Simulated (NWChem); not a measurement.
# TaI₅; SMILES [I][Ta]([I])([I])([I])[I]

Computed with NWChem. Structure relaxed at the PBE0/def2-SVP level. No frequency run checked for a minimum. def2 effective core potentials on I, Ta; no spin-orbit coupling.

For level PBE0/def2-SVP:

- highest occupied level (eV) = -7.31
- orbital gap (eV) = 3.28

Question: What are these values for level PBE/def2-SVP?

Answer: The highest occupied level (eV) is -6.22. The orbital gap (eV) is 1.74.
